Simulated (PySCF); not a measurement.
CoO, quartet, geometry from GFN2-xTB (such geometries of metal compounds can be far from the true shape); PySCF with DF-HF/def2-TZVP.

Here is a job for PySCF.
```python
from pyscf import gto, scf

mol = gto.M(
    atom='''
Co   -0.00000000   -0.00000000   -0.35224532
O     0.00000000    0.00000000    1.18882794
''',
    basis='def2-tzvp',
    spin=3,
    verbose=4,
)

mf = scf.UHF(mol)
mf = mf.density_fit(auxbasis='def2-universal-jkfit')
mf.kernel()
mf.analyze()
```

What the program printed (banner, timings and long lists left out):

```
PySCF version 2.14.0

[INPUT] verbose = 4
[INPUT] num. atoms = 2
[INPUT] num. electrons = 35
[INPUT] charge = 0
[INPUT] spin (= nelec alpha-beta = 2S) = 3
[INPUT] symmetry False subgroup None
[INPUT] Mole.unit = angstrom
[INPUT] Symbol           X                Y                Z      unit          X                Y                Z       unit  Magmom
[...]
nuclear repulsion = 74.1705670493043
number of shells = 26
number of NR pGTOs = 138
number of NR cGTOs = 76
basis = def2-tzvp
ecp = {}

******** <class 'pyscf.df.df_jk.DFUHF'> ********
method = DFUHF
initial guess = minao
damping factor = 0
level_shift factor = 0
DIIS = <class 'pyscf.scf.diis.CDIIS'>
diis_start_cycle = 1
diis_space = 8
diis_damp = 0
SCF conv_tol = 1e-09
SCF conv_tol_grad = None
SCF max_cycles = 50
direct_scf = False
number electrons alpha = 19  beta = 16
Set gradient conv threshold to 3.16228e-05
******** <class 'pyscf.df.df.DF'> ********
auxbasis = def2-universal-jkfit
init E= -1454.93258832904

cycle= 1 E= -1447.91895948202  delta_E= 7.01  |g|=  5.2  |ddm|= 5.31

cycle= 2 E= -1433.98354107529  delta_E= 13.9  |g|= 9.25  |ddm|= 6.82
cycle= 3 E= -1454.30468699765  delta_E= -20.3  |g|= 2.98  |ddm|= 3.95
cycle= 4 E= -1455.18113070408  delta_E= -0.876  |g|= 1.81  |ddm|= 0.584
cycle= 5 E= -1455.9877546846  delta_E= -0.807  |g|= 0.466  |ddm|= 0.592
cycle= 6 E= -1456.05414032972  delta_E= -0.0664  |g|= 0.381  |ddm|= 0.264
cycle= 7 E= -1456.08313440536  delta_E= -0.029  |g|= 0.259  |ddm|= 0.102
cycle= 8 E= -1456.11357625828  delta_E= -0.0304  |g|= 0.0514  |ddm|= 0.213
cycle= 9 E= -1456.11736730121  delta_E= -0.00379  |g|= 0.0328  |ddm|= 0.0712
cycle= 10 E= -1456.12000544583  delta_E= -0.00264  |g|= 0.0195  |ddm|= 0.0733
cycle= 11 E= -1456.12172825554  delta_E= -0.00172  |g|= 0.012  |ddm|= 0.0733
cycle= 12 E= -1456.1229131165  delta_E= -0.00118  |g|= 0.00991  |ddm|= 0.0712
cycle= 13 E= -1456.12345631195  delta_E= -0.000543  |g|= 0.0103  |ddm|= 0.0359
cycle= 14 E= -1456.12287049912  delta_E= 0.000586  |g|= 0.0102  |ddm|= 0.0382
cycle= 15 E= -1456.12189191902  delta_E= 0.000979  |g|= 0.0112  |ddm|= 0.0632
cycle= 16 E= -1456.12327347061  delta_E= -0.00138  |g|= 0.0157  |ddm|= 0.0935
cycle= 17 E= -1456.1240676156  delta_E= -0.000794  |g|= 0.0161  |ddm|= 0.0493
cycle= 18 E= -1456.1183395188  delta_E= 0.00573  |g|= 0.0426  |ddm|= 0.285
cycle= 19 E= -1456.12324555345  delta_E= -0.00491  |g|= 0.0181  |ddm|= 0.239
cycle= 20 E= -1456.1232675966  delta_E= -2.2e-05  |g|= 0.0199  |ddm|= 0.00669
cycle= 21 E= -1456.12279786037  delta_E= 0.00047  |g|= 0.0208  |ddm|= 0.0295
cycle= 22 E= -1456.12292548247  delta_E= -0.000128  |g|= 0.0209  |ddm|= 0.0089
cycle= 23 E= -1456.12261588333  delta_E= 0.00031  |g|= 0.0215  |ddm|= 0.021
cycle= 24 E= -1456.12382936435  delta_E= -0.00121  |g|= 0.0231  |ddm|= 0.081
cycle= 25 E= -1456.12295898623  delta_E= 0.00087  |g|= 0.0224  |ddm|= 0.0618
cycle= 26 E= -1456.12240729406  delta_E= 0.000552  |g|= 0.0233  |ddm|= 0.0379
cycle= 27 E= -1456.11565301565  delta_E= 0.00675  |g|= 0.0611  |ddm|= 0.256
cycle= 28 E= -1456.11957010124  delta_E= -0.00392  |g|= 0.0401  |ddm|= 0.119
cycle= 29 E= -1456.12004393387  delta_E= -0.000474  |g|= 0.0361  |ddm|= 0.0171
cycle= 30 E= -1456.11929906263  delta_E= 0.000745  |g|= 0.0408  |ddm|= 0.0288
cycle= 31 E= -1456.11951800165  delta_E= -0.000219  |g|= 0.0389  |ddm|= 0.00713
cycle= 32 E= -1456.12038285175  delta_E= -0.000865  |g|= 0.0311  |ddm|= 0.0323
cycle= 33 E= -1456.1224527777  delta_E= -0.00207  |g|= 0.0197  |ddm|= 0.111
cycle= 34 E= -1456.12292556432  delta_E= -0.000473  |g|= 0.0191  |ddm|= 0.0341
cycle= 35 E= -1456.12249681088  delta_E= 0.000429  |g|= 0.0195  |ddm|= 0.031
cycle= 36 E= -1456.12097299574  delta_E= 0.00152  |g|= 0.0262  |ddm|= 0.108
cycle= 37 E= -1456.12229683543  delta_E= -0.00132  |g|= 0.0201  |ddm|= 0.0773
cycle= 38 E= -1456.12323215471  delta_E= -0.000935  |g|= 0.0174  |ddm|= 0.0603
cycle= 39 E= -1456.12257491236  delta_E= 0.000657  |g|= 0.0202  |ddm|= 0.0409
[...]
SCF not converged.
SCF energy = -1456.12253835728 after 50 cycles  <S^2> = 3.8032915  2S+1 = 4.0265576
**** SCF Summaries ****
Total Energy =                       -1456.122538357283474
Nuclear Repulsion Energy =              74.170567049304339
One-electron Energy =                -2167.953596868963359
Two-electron Energy =                  637.660491462375603
Two-electron Coulomb Energy =          703.959077531813250
DFT Exchange-Correlation Energy =      -66.298586069437647
**** MO energy ****
                             alpha | beta                alpha | beta
[...]
To work with the spin densities directly, `use mulliken_meta_spin()` only printing them here.

 ** Mulliken spin pop alpha/beta on meta-lowdin orthogonal AOs **
 ** Mulliken Spin Density (per AO)  **
spin_pop of  0 Co 1s        0.00000
spin_pop of  0 Co 2s       -0.00001
spin_pop of  0 Co 3s        0.00006
spin_pop of  0 Co 4s        0.21570
spin_pop of  0 Co 5s        0.00409
spin_pop of  0 Co 6s        0.00341
spin_pop of  0 Co 2px      -0.00000
spin_pop of  0 Co 2py      -0.00000
spin_pop of  0 Co 2pz      -0.00001
spin_pop of  0 Co 3px       0.00024
spin_pop of  0 Co 3py       0.00024
spin_pop of  0 Co 3pz       0.00093
spin_pop of  0 Co 4px       0.01643
spin_pop of  0 Co 4py       0.01635
spin_pop of  0 Co 4pz      -0.00058
spin_pop of  0 Co 5px       0.00008
spin_pop of  0 Co 5py       0.00009
spin_pop of  0 Co 5pz      -0.00003
spin_pop of  0 Co 3dxy      0.00195
spin_pop of  0 Co 3dyz      0.85997
spin_pop of  0 Co 3dz^2     0.75926
spin_pop of  0 Co 3dxz      0.86149
spin_pop of  0 Co 3dx2-y2   -0.00077
spin_pop of  0 Co 4dxy      0.00072
spin_pop of  0 Co 4dyz     -0.00080
spin_pop of  0 Co 4dz^2     0.00201
spin_pop of  0 Co 4dxz     -0.00076
spin_pop of  0 Co 4dx2-y2    0.00068
spin_pop of  0 Co 5dxy      0.00006
spin_pop of  0 Co 5dyz      0.00013
spin_pop of  0 Co 5dz^2     0.00025
spin_pop of  0 Co 5dxz      0.00013
spin_pop of  0 Co 5dx2-y2    0.00006
spin_pop of  0 Co 6dxy      0.00012
spin_pop of  0 Co 6dyz      0.00004
spin_pop of  0 Co 6dz^2     0.00031
spin_pop of  0 Co 6dxz      0.00004
spin_pop of  0 Co 6dx2-y2    0.00013
spin_pop of  0 Co 4f-3      0.00000
spin_pop of  0 Co 4f-2     -0.00001
spin_pop of  0 Co 4f-1      0.00009
spin_pop of  0 Co 4f+0      0.00003
spin_pop of  0 Co 4f+1      0.00009
spin_pop of  0 Co 4f+2     -0.00001
spin_pop of  0 Co 4f+3      0.00000
spin_pop of  1 O 1s       -0.00000
spin_pop of  1 O 2s        0.01506
spin_pop of  1 O 3s        0.00040
spin_pop of  1 O 4s        0.00014
spin_pop of  1 O 5s        0.00004
spin_pop of  1 O 2px       0.11883
spin_pop of  1 O 2py       0.12058
spin_pop of  1 O 2pz      -0.00660
spin_pop of  1 O 3px       0.00455
spin_pop of  1 O 3py       0.00446
spin_pop of  1 O 3pz       0.00381
spin_pop of  1 O 4px      -0.00008
spin_pop of  1 O 4py      -0.00008
spin_pop of  1 O 4pz       0.00035
spin_pop of  1 O 3dxy     -0.00001
spin_pop of  1 O 3dyz     -0.00109
spin_pop of  1 O 3dz^2    -0.00148
spin_pop of  1 O 3dxz     -0.00108
spin_pop of  1 O 3dx2-y2   -0.00001
spin_pop of  1 O 4dxy      0.00000
spin_pop of  1 O 4dyz      0.00009
spin_pop of  1 O 4dz^2     0.00000
spin_pop of  1 O 4dxz      0.00009
spin_pop of  1 O 4dx2-y2    0.00000
spin_pop of  1 O 4f-3      0.00000
spin_pop of  1 O 4f-2     -0.00000
spin_pop of  1 O 4f-1     -0.00006
spin_pop of  1 O 4f+0     -0.00006
spin_pop of  1 O 4f+1     -0.00006
spin_pop of  1 O 4f+2     -0.00000
spin_pop of  1 O 4f+3      0.00000
 ** Mulliken Spin Density (per atom)  **
spin density of  0 Co =      2.74219
spin density of  1 O =      0.25781
 ** Mulliken pop alpha/beta on meta-lowdin orthogonal AOs **
 ** Mulliken pop       alpha | beta **
In total            19.00000 | 16.00000
 ** Mulliken atomic charges   ( Nelec_alpha | Nelec_beta ) **
charge of  0Co =      1.16199  (    14.29010     11.54791 )
charge of  1O =     -1.16199  (     4.70990      4.45209 )
Dipole moment(X, Y, Z, Debye):  0.00000, -0.00000, -8.08684
```

The run did not converge; its last values are not results.
